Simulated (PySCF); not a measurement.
Electric field gradients and quadrupole coupling constants

Species: C₆H₈FN.
Structure used (GFN2-xTB), in Å, numbered top down from 1:
```xyz
16
C6H8FN angstrom
C     -2.1294    0.6613   -0.5968
C     -0.7072    0.9089   -0.2252
C      0.1707    0.0238    0.2282
C     -0.0573   -1.4401    0.4574
C      1.5971    0.4462    0.5414
F      1.7636    1.8132    0.5056
C      2.4954   -0.1788   -0.4182
N      3.1725   -0.6916   -1.1814
H     -2.3786   -0.3949   -0.6149
H     -2.7888    1.1667    0.1091
H     -2.3218    1.0809   -1.5830
H     -0.3916    1.9380   -0.3395
H     -1.1122   -1.6882    0.4153
H      0.3261   -1.7366    1.4333
H      0.4675   -2.0260   -0.2980
H      1.8865    0.1261    1.5553
```

Field gradients from the PBE0/pcSseg-1 density (PySCF, non-relativistic), principal values in atomic units, ordered |Vxx| ≤ |Vyy| ≤ |Vzz|:

| atom | Vxx | Vyy | Vzz |
| --- | --- | --- | --- |
| N8 | 0.4013 | 0.6112 | -1.0125 |

Task: Find the asymmetry η = (Vxx − Vyy)/Vzz and the couplings χ = eQV/h (234.96 MHz × Q in barn × V in au), with Q(14N) = 0.02044 b.

Result: 
```tsv
atom	environment	nucleus	η	χzz (MHz)	χxx (MHz)	χyy (MHz)
N8	nitrile nitrogen	14N	0.21	-4.863	1.927	2.936
```

Task: What is Vzz at N8 in SI units (1 au = 9.71736 × 10²¹ V/m²)?

Result: -1.0125 au = -9.839 × 10²¹ V/m².

Task: And the gradient at the other heavy atoms, for which no coupling is worked out here?

Result: 
| atom | environment | Vzz (au) | η |
| --- | --- | --- | --- |
| C1 | allylic carbon | 0.062 | 0.47 |
| C2 | alkene CH carbon | 0.310 | 0.38 |
| C3 | fully substituted alkene carbon | -0.212 | 0.50 |
| C4 | allylic carbon | 0.079 | 0.37 |
| C5 | sp3 C–F carbon | 0.479 | 0.52 |
| F6 | alkyl fluorine | 3.211 | 0.03 |
| C7 | nitrile carbon | -0.383 | 0.10 |

Task: What couplings would deuterons (Q(2H) = 0.00286 b) have in place of the hydrogens, at this geometry?

Result: 
```json
{"atom": "H9", "bonded to": "C1", "bond length (Å)": "1.085", "Vzz (au)": "0.3184", "η": "0.03", "χzz (kHz)": "214"}
{"atom": "H10", "bonded to": "C1", "bond length (Å)": "1.090", "Vzz (au)": "0.3100", "η": "0.02", "χzz (kHz)": "208"}
{"atom": "H11", "bonded to": "C1", "bond length (Å)": "1.089", "Vzz (au)": "0.3112", "η": "0.03", "χzz (kHz)": "209"}
{"atom": "H12", "bonded to": "C2", "bond length (Å)": "1.082", "Vzz (au)": "0.3175", "η": "0.06", "χzz (kHz)": "213"}
{"atom": "H13", "bonded to": "C4", "bond length (Å)": "1.084", "Vzz (au)": "0.3199", "η": "0.03", "χzz (kHz)": "215"}
{"atom": "H14", "bonded to": "C4", "bond length (Å)": "1.090", "Vzz (au)": "0.3096", "η": "0.04", "χzz (kHz)": "208"}
{"atom": "H15", "bonded to": "C4", "bond length (Å)": "1.091", "Vzz (au)": "0.3049", "η": "0.03", "χzz (kHz)": "205"}
{"atom": "H16", "bonded to": "C5", "bond length (Å)": "1.102", "Vzz (au)": "0.2713", "η": "0.06", "χzz (kHz)": "182"}
```

The structure is a single GFN2-xTB conformer in the gas phase; no vibrational or solvent corrections. GFN2-xTB bond lengths can be off by several hundredths of an ångström, more for odd bonds, and the gradients follow them. A larger basis could move these couplings by a tenth or more.
